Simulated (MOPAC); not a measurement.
Job for MOPAC: PM6 on H2S2 (SMILES SS), a point of a torsion scan.

```
PM6 1SCF PRECISE CHARGE=0 THREADS=1
H2S2

S     -0.92445344 1     0.55669724 1     0.44326625 1
S      0.92255500 1     0.39001614 1    -0.44402378 1
H     -1.54311762 1    -0.36129568 1    -0.30527155 1
H      1.01053060 1     1.65505253 1    -0.86554329 1
```

The log:

```
*******************************************************************************
 **                                                                           **
 **                              MOPAC v23.2.5                                **
 **                                                                           **
 *******************************************************************************
 ** MOPAC's Digital Object Identifier: https://doi.org/10.5281/zenodo.6511958 **
 **                                                                           **
 ** Please cite the open-source release paper for use of this MOPAC version:  **
 ** J. E. Moussa and J. J. P. Stewart (2026)                                  **
 ** MOPAC: An open-source semiempirical molecular orbital program             **
 ** J. Open Source Softw., 11(119), 8025, https://doi.org/10.21105/joss.08025 **
 *******************************************************************************

                              PM6 CALCULATION RESULTS

 *******************************************************************************
 *  PM6        - The PM6 Hamiltonian to be used
 *
 *
 *
 *                 CHARGE ON SYSTEM = 0
 *
 *
 *
 *  PRECISE    - TIGHTER CRITERIA TO BE USED
 *  1SCF       - DO 1 SCF AND THEN STOP
 *  THREADS=1  - MULTI-THREADING NOT USED
 *  T=         - A TIME OF 172800.0 SECONDS REQUESTED
 *  DUMP=N     - RESTART FILE WRITTEN EVERY 7200.0 SECONDS REQUESTED
 *******************************************************************************
PM6 1SCF PRECISE CHARGE=0 THREADS=1
 H2S2

   ATOM   CHEMICAL          X               Y               Z
  NUMBER   SYMBOL      (ANGSTROMS)     (ANGSTROMS)     (ANGSTROMS)

     1       S         -0.92445344  *   0.55669724  *   0.44326625  *
     2       S          0.92255500  *   0.39001614  *  -0.44402378  *
     3       H         -1.54311762  *  -0.36129568  *  -0.30527155  *
     4       H          1.01053060  *   1.65505253  *  -0.86554329  *



          CARTESIAN COORDINATES

    NO.       ATOM           X           Y           Z

     1         S         -0.9245      0.5567      0.4433
     2         S          0.9226      0.3900     -0.4440
     3         H         -1.5431     -0.3613     -0.3053
     4         H          1.0105      1.6551     -0.8655

 General Reference for PM6:
 "Optimization of Parameters for Semiempirical Methods V: Modification of NDDO Approximations
 and Application to 70 Elements", J. J. P. Stewart, J. Mol. Mod., 13, 1173-1213 (2007)
 URL: https://link.springer.com/article/10.1007/s00894-007-0233-4

           Empirical Formula: H2 S2  =     4 atoms



      MOLECULAR POINT GROUP   :   C2


      RHF CALCULATION, NO. OF DOUBLY OCCUPIED LEVELS = 7


 -------------------------------------------------------------------------------
 PM6 1SCF PRECISE CHARGE=0 THREADS=1
 H2S2



     1SCF WAS SPECIFIED, SO BFGS WAS NOT USED
     SCF FIELD WAS ACHIEVED


                              PM6 CALCULATION
                                                       MOPAC v23.2.5 Linux




          FINAL HEAT OF FORMATION =          3.22016 KCAL/MOL =      13.47315 KJ/MOL


          COSMO AREA              =         88.32 SQUARE ANGSTROMS
          COSMO VOLUME            =         72.79 CUBIC ANGSTROMS

          IONIZATION POTENTIAL    =          9.205572 EV
          HOMO LUMO ENERGIES (EV) =         -9.206 -1.383
          NO. OF FILLED LEVELS    =          7
          MOLECULAR WEIGHT        =         66.1358         POINT GROUP:  C2

          MOLECULAR DIMENSIONS (Angstroms)

            Atom       Atom       Distance
            H     4    H     3     3.30162
            S     1    S     2     1.42967
            H     3    S     2     0.66541


          SCF CALCULATIONS        =          1





   ATOM   CHEMICAL          X               Y               Z
  NUMBER   SYMBOL      (ANGSTROMS)     (ANGSTROMS)     (ANGSTROMS)

     1       S         -0.92445344  *   0.55669724  *   0.44326625  *
     2       S          0.92255500  *   0.39001614  *  -0.44402378  *
     3       H         -1.54311762  *  -0.36129568  *  -0.30527155  *
     4       H          1.01053060  *   1.65505253  *  -0.86554329  *

                             CARTESIAN COORDINATES

   1    S       -0.924453440     0.556697240     0.443266250
   2    S        0.922555000     0.390016140    -0.444023780
   3    H       -1.543117620    -0.361295680    -0.305271550
   4    H        1.010530600     1.655052530    -0.865543290


           Empirical Formula: H2 S2  =     4 atoms



      MOLECULAR POINT GROUP   :   C2


                  EIGENVALUES
 -31.83286 -26.22245 -14.32306 -13.65862 -11.25116 -10.03362  -9.20557  -1.38318
   0.16900   0.17640   1.25300   1.45049   1.45057   1.81699   1.85055   1.91402
   1.96856   2.18713   3.14488   3.35517


              NET ATOMIC CHARGES AND DIPOLE CONTRIBUTIONS

  ATOM NO.   TYPE          CHARGE      No. of ELECS.   s-Pop       p-Pop       d-Pop
    1          S          -0.193049        6.1930     1.93355     4.11559     0.14390
    2          S          -0.193053        6.1931     1.93355     4.11560     0.14390
    3          H           0.193053        0.8069     0.80695
    4          H           0.193049        0.8070     0.80695
 DIPOLE           X         Y         Z       TOTAL
 POINT-CHG.    -0.492     0.322    -1.085     1.234
 HYBRID         0.085    -0.056     0.188     0.213
 SUM           -0.407     0.266    -0.897     1.021


          ATOMIC ORBITAL ELECTRON POPULATIONS

     Atom    s        px        py        pz      x^2-y^2     xz        z^2       yz        xy
    1  S   1.93355   1.02577   1.58158   1.50824   0.01752   0.04588   0.00741   0.03748   0.03562
    2  S   1.93355   1.17897   1.23077   1.70586   0.06642   0.01780   0.01371   0.03412   0.01186
    3  H   0.80695
    4  H   0.80695

 **********************
 *                    *
 * JOB ENDED NORMALLY *
 *                    *
 **********************




 == MOPAC DONE ==
```

The run finished.

Cost: roughly 0.020 core-seconds.
